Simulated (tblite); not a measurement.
Compound: C7H10S2Si.
Numbering: `[CH:1]#[C:2][SiH2:3]/[C:4](=[CH:5]/[S:6][CH3:7])[C:8]([CH3:9])=[S:10]` (hydrogens: H11 on C1; H12, H13 on Si3; H14 on C5; H15, H16, H17 on C7; H18, H19, H20 on C9)

Computed geometry: GFN2-xTB, gas phase.

Some entries are withheld. Bonds in one row agree within 0.01 Å.

| coordinate | value |
| --- | --- |
| C1≡C2 | ? |
| C2–Si3 | 1.859 Å |
| Si3–C4 | 1.905 Å |
| C4=C5 | 1.349 Å |
| C5–S6 | 1.735 Å |
| S6–C7 | ? |
| C4–C8 | 1.424 Å |
| C8–C9 | ? |
| C8=S10 | 1.650 Å |
| C1–H11 | 1.053 Å |
| Si3–H12, Si3–H13 | 1.460 Å |
| C5–H14 | 1.080 Å |
| C7–H15, C7–H16, C7–H17 | 1.086 Å |
| C9–H18, C9–H19, C9–H20 | 1.090 Å |
| C1–C2–Si3 | 178.8° |
| C2–Si3–C4 | 103.5° |
| Si3–C4–C5 | ? |
| Si3–C4–C8 | 113.2° |
| C5–C4–C8 | 126.5° |
| C4–C5–S6 | 129.4° |
| C5–S6–C7 | ? |
| C4–C8–C9 | 122.7° |
| C4–C8–S10 | 117.2° |
| C9–C8–S10 | ? |

Problem. Fill in the missing values.

Solution. 
- C1≡C2 = 1.202 Å, drawn triple (terminal alkyne carbon to alkyne carbon); 0.18 Å below the sum of covalent radii, 1.38 Å.
- S6–C7 = 1.818 Å, drawn single (sulfide sulfur to S-methyl carbon); 0.01 Å above the sum of covalent radii, 1.81 Å.
- C8–C9 = 1.487 Å, drawn single (thiocarbonyl carbon to methyl carbon); equal to the sum of covalent radii, 1.49 Å.
- Si3–C4–C5 = 120.3°, at the fully substituted alkene carbon; the outer atoms are 2.836 Å apart.
- C5–S6–C7 = 99.7°, at the sulfide sulfur; the outer atoms are 2.716 Å apart.
- C9–C8–S10 = 120.2°, at the thiocarbonyl carbon; the outer atoms are 2.720 Å apart.

Radii are Cordero's, carbon taken as 0.76, 0.73 or 0.69 Å for four, three, and two or fewer neighbours.

Its GFN2-xTB frequencies are all real (lowest 31 cm⁻¹). The numbers are those of one conformer (C2–Si3–C4–C5 0°, C4–C5–S6–C7 180°, Si3–C4–C8–C9 180°). 3 starts were optimised and ended at 0.00, 0.02 and 2.00 kcal/mol (GFN2-xTB); the lowest of these is shown.
